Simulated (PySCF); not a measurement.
Harmonic spectrum computed at PBE0 in the def2-TZVP basis family (core potentials from Rb on, PySCF, no spin–orbit coupling):

| ω (cm⁻¹) | IR (km/mol) |
| --- | --- |
| 114 | 11.4 |
| 351 | 64.2 |
| 556 | 21.7 |

Problem. Which molecule gave it? In each, all ligands are bound to the one heavy central atom.
A. SnOCl (doublet)
B. InOCl (singlet)
C. GaOCl (singlet)
D. GeOCl (doublet)
E. TlOCl (singlet)

Solution. A. It has Cs symmetry with Sn–Cl 2.361 Å, Sn–O 1.982 Å.
